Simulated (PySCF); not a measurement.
## Structure from NMR data

Molecular formula: C$_{4}$H$_{7}$N$_{3}$O$_{2}$Si. Simulated spectra:

1H NMR (400 MHz, computed): δ 7.86 (s, 1H), 4.99 (s, 3H), 3.84 (s, 3H).

13C{1H} NMR (computed): δ 151.9 (C), 150.9 (C), 141.5 (CH), 51.3 (CH3).

[PySCF 2.14.0 with density-fitted response routines: geometry from PBE0-D3(BJ)/def2-SVP; shieldings: GIAO KT3/pcSseg-1; no solvent model; no relativistic terms; one computed conformer; one averaged value for each set of equivalent atoms]

Shifts are taken against calculated references (same method and geometry level): TMS for 1H, 13C.

Question: Deduce the structure.

Answer: 
- The formula gives 4 degrees of unsaturation (1 ring in the answer).
- 4 carbon signals for 4 carbons: no two carbons are equivalent.
- Carbon types of the structure: 2 × C, 1 × CH, 1 × CH3, leaving 3 H on heteroatoms.
- δC 151.9: ester carbonyl carbon; it is a carbonyl in resonance with an O or N lone pair, the region of acids, esters and amides.
- δC 150.9: substituted aromatic carbon next to a ring nitrogen.
- δC 141.5: aromatic CH between two ring heteroatoms.
- δC 51.3: methyl carbon bonded to O; deshielded by the electronegative neighbour.
- δH 7.86: hydrogen on an aromatic CH between two ring heteroatoms; the ring current deshields protons in the ring plane.
- δH 4.99: hydrogen on a silicon bonded to N.
- δH 3.84: hydrogen on a methyl carbon bonded to O; its carbon carries O, which withdraws density.

The compound is SMILES COC(=O)c1ncn([SiH3])n1.

The shifts were computed for this structure.

Shifts are as computed, not scaled to solution data. Of 1328 compounds with measured shifts, 309 miss one by over three times the rms of a fit or turn the order of signals round; such compounds aren't used in these exercises. Signals without a measured value on file couldn't be tested in this way. No couplings were computed; multiplicities are counted from neighbouring protons, with m where these are inequivalent, close in shift, in a saturated or five-membered ring or joined by F or P, and br s for small geminal =CH2 splittings.
